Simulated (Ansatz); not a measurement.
Two isomers of ClFH4OSi2: A = `F[SiH2]O[SiH2]Cl`, B = `O[SiH](Cl)[SiH2]F`.

Program: Ansatz. Geometries: PBE0-D4/def2-TZVP. ΔE: electronic, gas phase. CCSD(T)/CBS is the MP2 limit (def2-TZVPP, def2-QZVPP) plus CCSD(T) − MP2 in def2-TZVPP, frozen cores. Functionals use def2-TZVPP. B3LYP here is the variant with VWN-RPA as its local correlation; programs differ in this. Each species was taken in one conformer, which may not be the lowest.

A:

Z-matrix (Å, degrees):
```
Si
O 1 1.624
F 1 1.593 2 109.1
H 1 1.475 2 108.0 3 -117.1
H 1 1.477 2 110.4 3 118.1
Si 2 1.626 1 148.3 3 -64.1
Cl 6 2.050 2 109.9 1 -29.0
H 6 1.477 2 110.0 1 89.5
H 6 1.476 2 108.5 1 -147.0
```

B:

```xyz
9

O     0.537   -1.833   -0.743
Si    0.541   -0.736    0.473
Cl   -0.635   -1.370    2.046
Si   -0.332    1.332   -0.231
F    -1.687    1.011   -1.038
H    -0.288   -1.990   -1.208
H     1.938   -0.673    0.954
H    -0.664    2.224    0.907
H     0.590    2.035   -1.161
```

Q: Which is lower in electronic energy at CCSD(T)/CBS, and by how much? (An estimate is asked.)

A: The calculation gave: A, by 35.4 kcal/mol.

Q: Give E(B) − E(A) in kcal/mol with ωB97M-V, CCSD(T)/def2-TZVPP, B3LYP-D4, B3LYP, r2SCAN-D4, PBE-D4, MP2/def2-TZVPP. (Best estimate.)

A: Ansatz gave: ωB97M-V 35.4, CCSD(T)/def2-TZVPP 35.8, B3LYP-D4 34.2, B3LYP 34.3, r2SCAN-D4 33.4, PBE-D4 27.8, MP2/def2-TZVPP 37.4. None reverses the order clearly.

Q: Does the order hold for the free energy at 298.15 K (harmonic terms from PBE0-D4)? (An estimate is asked.)

A: Ansatz gave: Yes: G(B) − G(A) = +36.2 kcal/mol, for one conformer each. Modes under 60 cm⁻¹, often nearly free rotors, make the harmonic entropy too high.

Largest T1 diagnostic: 0.012.

From PBE to PBE0 (25 % exact exchange), in def2-TZVPP and without D4, E(B) − E(A) moves by +2.8 kcal/mol. In def2-TZVPP, CCSD(T) changes the Hartree–Fock value by −5.7 kcal/mol (the triples alone add −0.9 kcal/mol) and MP2 by −4.1 kcal/mol.
